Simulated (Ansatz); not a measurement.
Born–Oppenheimer molecular dynamics of C₃H₉FO₃Si (17 atoms, charge 0, multiplicity 1). It goes on from the last frame of an earlier run, with new velocities.

The calculation used Ansatz 0.2.0, RHF/STO-3G.

```yaml
ensemble: NVE (velocity Verlet)
time_step: 1 fs
steps_asked: 150
starting_velocities_drawn_for: 200 K
seed: 914103
```

First frame:

```xyz
17
Properties=species:S:1:pos:R:3
Si -0.051 -0.025 -0.329
F -0.105 -0.018 1.264
O 1.532 0.018 -0.865
C 2.255 -1.186 -0.655
H 1.738 -2.086 -1.029
H 3.219 -1.102 -1.192
H 2.441 -1.394 0.412
O -0.772 1.300 -0.976
C -2.186 1.365 -0.830
H -2.488 1.558 0.194
H -2.569 2.192 -1.432
H -2.684 0.430 -1.147
O -0.781 -1.386 -0.895
C -1.390 -2.300 0.024
H -0.652 -2.712 0.737
H -2.209 -1.838 0.598
H -1.853 -3.129 -0.528
```

How far do the bonds stretch over the last three quarters of this one trajectory? (Pairs bonded in most of those frames.)


| bond | mean (Å) | spread (Å) | shortest | longest |
| --- | --- | --- | --- | --- |
| Si1–F2 | 1.597 | 0.011 | 1.57 | 1.61 |
| Si1–O3 | 1.650 | 0.016 | 1.61 | 1.68 |
| Si1–O8 | 1.649 | 0.011 | 1.63 | 1.68 |
| Si1–O13 | 1.657 | 0.021 | 1.61 | 1.70 |
| O3–C4 | 1.423 | 0.010 | 1.40 | 1.45 |
| C4–H5 | 1.097 | 0.012 | 1.07 | 1.12 |
| C4–H6 | 1.093 | 0.006 | 1.08 | 1.10 |
| C4–H7 | 1.098 | 0.012 | 1.08 | 1.12 |
| O8–C9 | 1.422 | 0.014 | 1.40 | 1.45 |
| C9–H10 | 1.098 | 0.020 | 1.07 | 1.13 |
| C9–H11 | 1.094 | 0.005 | 1.08 | 1.10 |
| C9–H12 | 1.097 | 0.019 | 1.06 | 1.13 |
| O13–C14 | 1.428 | 0.030 | 1.38 | 1.47 |
| C14–H15 | 1.097 | 0.010 | 1.07 | 1.12 |
| C14–H16 | 1.098 | 0.016 | 1.07 | 1.13 |
| C14–H17 | 1.094 | 0.009 | 1.08 | 1.11 |

Mean temperature of the second half: 120 K. The conserved energy stayed within 0.52 meV per atom of its start (net change 0.25 meV per atom), so the integration is sound. A run of 0.15 ps of so small a system gives no equilibrium averages. Limits of this set-up: minimal basis.

Run time: 3.3 min on 1 thread of Intel(R) Xeon(R) 6975P-C (Granite Rapids), with other jobs on the host, peak memory 0.16 GiB.
